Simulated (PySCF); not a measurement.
**Pd (palladium, neutral) across methods**

[Kr] 4d9 5s1, high-spin 3D determinant (an excited configuration). All numbers are calculated (PySCF 2.14, scalar relativity by spin-free X2C-1e, in x2c-QZVPPall).

```
method  E (hartree)  mean ε 4d α (eV)  mean ε 4d β (eV)  mean ε 5s α (eV)  Σ⟨r²⟩ (bohr²)   ⟨S²⟩
   UHF  -5042.80466           -13.223           -12.104            -6.476          50.32  2.003
  PBE0     -5044.98            -8.755            -7.825            -5.311          49.33  2.001
   LDA     -5039.98            -7.242            -6.390            -4.975          49.33  2.000
r2SCAN     -5045.31            -7.303            -6.312            -4.947          49.05  2.002
```

Task: Estimate the same row for PBE.

Result: E (hartree) = -5044.91; mean ε 4d α (eV) = -7.057; mean ε 4d β (eV) = -6.178; mean ε 5s α (eV) = -4.729; Σ⟨r²⟩ (bohr²) = 49.60; ⟨S²⟩ = 2.001.
